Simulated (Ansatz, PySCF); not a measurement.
This Ansatz (an electronic-structure program) input computes a PBE0/def2-TZVPD energy:

Ansatz 0.2 input:
```yaml
crystal:
  periodic: [false, false, false]
  atoms:
    - {symbol: Si, position_ang: [-0.37602088, 0.42388213, 1.20625302]}
    - {symbol: Br, position_ang: [0.94016301, -0.93238406, -0.36411320]}
    - {symbol: Cl, position_ang: [-1.62596546, 1.57053485, -0.24374003]}
basis:
  gaussian:
    orbitals: def2-TZVPD
hamiltonian:
  xc: {name: PBE0}
total_charge: -1
magnetization: {spin_polarized: true, initial_magnetization: 1}
output: {forces: true}
```

### Question
Write an input for the same energy in PySCF and say what it gives.

### Answer

```python
from pyscf import gto, scf, dft

mol = gto.M(
    atom='''
    Si   -0.37602088    0.42388213    1.20625302
    Br    0.94016301   -0.93238406   -0.36411320
    Cl   -1.62596546    1.57053485   -0.24374003
    ''',
    basis='def2-tzvpd',
    charge=-1,
    spin=1,
    verbose=4,
)

mf = dft.UKS(mol, xc='pbe0').density_fit(auxbasis='def2-universal-jkfit')
mf.grids.level = 3
mf.conv_tol = 1e-9
mf.max_cycle = 100
mf.max_memory = 1500
mf.kernel()
if not mf.converged:
    mf = mf.newton()
    mf.kernel(mf.make_rdm1())
for _ in range(2):
    mo, _, stable, _ = mf.stability(return_status=True)
    if stable:
        break
    mf.kernel(mf.make_rdm1(mo, mf.mo_occ))
mf.analyze()
```
It gives -3323.41851 Eh, and Ansatz -3323.41846 Eh, a difference of 0.05 mEh, from the treatment of integrals and grids.
